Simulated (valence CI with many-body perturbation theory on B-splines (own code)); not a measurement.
Questions on Eu30+

Method: relativistic CI+MBPT: five valence electrons over a frozen Dirac-Fock core [Ar] 3d10, a basis of 9 s, 9 p, 8 d, 6 f, 3 g, 1 h functions for each j, with the one-electron correlation potential Σ1 (screened to all orders), the two-electron term Σ2, the three-electron term Σ3, Breit, model QED; selected single and double excitations, second order for the rest, scaled by the run's own slope (own B-spline code, finite nucleus).

No measured spectrum was set against this ion. As an estimate, large intervals hold to a few tenths of a per cent, small ones and those within an open d or f shell to about a per cent. Among the levels kept, up to 760 cm⁻¹ of a level comes from second order outside the variational space, and about a tenth of that is noise between levels of different J, which matters for small intervals.

Levels are named by their leading jj configuration (3d3/2^4 stands for four electrons in 3d with j = 3/2), which in mixed levels can hold well under half, so a name can repeat and another be missing.

Rates and lifetimes use the calculated energies. Strong lines usually hold to 10 to 20 %, long lifetimes can be off by a factor of two.

**Question.** What is the ground level?

**Answer.** (4s^2 4p1/2^2 4p3/2) J=3/2, composition 43 % 4s2.4p3 2P° + 31 % 4s2.4p3 4S° + 25 % 4s2.4p3 2D°, g = 1.406.

**Question.** Where does the other parity begin?

**Answer.** At (4s 4p1/2^2 4p3/2^2) J=5/2, 843030 cm⁻¹.

**Question.** Name the longest-lived excited levels whose lifetime is computed, and their main decay.

**Answer.** (4s^2 4p1/2 4p3/2^2) J=5/2 at 316180 cm⁻¹ lives 10.9 μs, mostly by M1 to (4s^2 4p1/2^2 4p3/2) J=3/2; (4s^2 4p1/2 4p3/2^2) J=1/2 at 359300 cm⁻¹ lives 2.68 μs, mostly by M1 to (4s^2 4p1/2^2 4p3/2) J=3/2; (4s^2 4p1/2 4p3/2^2) J=3/2 at 282020 cm⁻¹ lives 2.17 μs, mostly by M1 to (4s^2 4p1/2^2 4p3/2) J=3/2. The lifetime of (4s^2 4p1/2 4p3/2 4d5/2) J=9/2 is too uncertain to give, and may be longer.

**Question.** How well does LS coupling describe the low levels?

**Answer.** Among the lowest 20 levels the leading LS term, summed over configurations, holds 54 % on average. For single configurations the figures are 49 % in LS and 80 % in jj coupling. Terms mix most in the J = 5/2 level at 1042900 cm⁻¹, where the leading one holds 27 %.

**Question.** What are the static dipole polarisabilities of the lowest levels?

**Answer.** (4s^2 4p1/2^2 4p3/2) J=3/2 0.0868 (tensor 0.0056); (4s^2 4p1/2 4p3/2^2) J=3/2 0.0947 (tensor 0.0014); (4s^2 4p1/2 4p3/2^2) J=5/2 0.0943; (4s^2 4p1/2 4p3/2^2) J=1/2 0.0940 bohr³, of which the core gives 0.00490.
